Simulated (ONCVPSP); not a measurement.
## Varying the ONCV potential for nitrogen

Base potential:

```
Element                 : N
Generator               : ONCVPSP 4.0.1
Type                    : optimised norm-conserving Vanderbilt (ONCV)
Functional              : PBE
Relativity              : scalar-relativistic
Frozen core             : [He]
Valence charge          : 5
Reference configuration : 2s2 2p3
Partial waves           : 2s: rc 1.00 bohr, ncon 5, nbas 9, qcut 8 1/bohr, 2 projectors, debl 2.8 Ha; 2p: rc 1.30 bohr, ncon 4, nbas 7, qcut 5.7 1/bohr, 2 projectors, debl 1.7 Ha
Local potential         : polynomial inside 0.90 bohr (lpopt 5, dvloc0 0 Ha)
Core correction         : Teter function fitted to the true core (icmod 2), fcfact 0.45
```

All-electron outer shells of the reference configuration (PBE, scalar-relativistic, ld1.x):

```
shell  level (eV)  outermost node (bohr)  outermost maximum (bohr)
   1s     -384.72                      –                      0.15
   2s      -18.58                   0.32                      1.02
   2p       -7.09                      –                      0.98
```

Cutoffs, loose and tight: the cutoffs (Ha) at which the residual kinetic energy of the hardest occupied pseudo-wave falls to 1 and 0.1 mHa per electron. They do not see the model core or the augmentation charge, which bear on the density cutoff. Test errors are all-electron minus pseudo excitation energies from the reference, over the configurations 2s2 2p2; 2s2 2p1; 2s2 2p0; 2s1 2p0. A dash means not determined; rows that change the core or the reference have their own tests. The largest error is taken over the tests solved by every variant that gives reliable tests at all: 2s2 2p0; 2s2 2p1; 2s2 2p2.

```csv
change,outcome,"cutoff, loose","cutoff, tight",bound ghosts,GHOST(+) flags above zero,largest test error (meV)
base,generated,73 Ha,89 Ha,none,none,+754
"all radii but the core radius scaled by about 0.78 (s 0.78, p 1.02 bohr); local potential polynomial inside 0.70 bohr (lpopt 5, dvloc0 0 Ha)",generated,124 Ha,329 Ha,none,"s, p",+419
"all radii but the core radius scaled by about 0.86 (s 0.86, p 1.12 bohr); local potential polynomial inside 0.78 bohr (lpopt 5, dvloc0 0 Ha)",generated,102 Ha,121 Ha,none,none,+525
"all radii but the core radius scaled by about 1.03 (s 1.04, p 1.34 bohr); local potential polynomial inside 0.92 bohr (lpopt 5, dvloc0 0 Ha)",generated,68 Ha,83 Ha,none,none,+819
"all radii but the core radius scaled by about 1.12 (s 1.12, p 1.46 bohr); local potential polynomial inside 1.00 bohr (lpopt 5, dvloc0 0 Ha)",generated,53 Ha,69 Ha,none,none,+1018
"all radii but the core radius scaled by about 1.24 (s 1.24, p 1.62 bohr); local potential polynomial inside 1.12 bohr (lpopt 5, dvloc0 0 Ha)",generated,26 Ha,53 Ha,none,none,+1347
```

Q: What comes out with this change to the base: all radii but the core radius scaled by about 1.30 (s 1.30, p 1.70 bohr); local potential polynomial inside 1.18 bohr (lpopt 5, dvloc0 0 Ha)?

A: outcome: generated; cutoff, loose: 24 Ha; cutoff, tight: 47 Ha; bound ghosts: none; GHOST(+) flags above zero: none; largest test error (meV): +1532.

Reading the sweep of the scale of all radii but the core radius (base = 1) (base included, trends over the rows without a ghost): The loose cutoff falls from 124 Ha at 0.78 to 24 Ha at 1.3. A larger radius leaves more room for a smooth pseudo-wave, so fewer plane waves are needed; a smaller one forces it to follow the all-electron wave where it bends sharply.
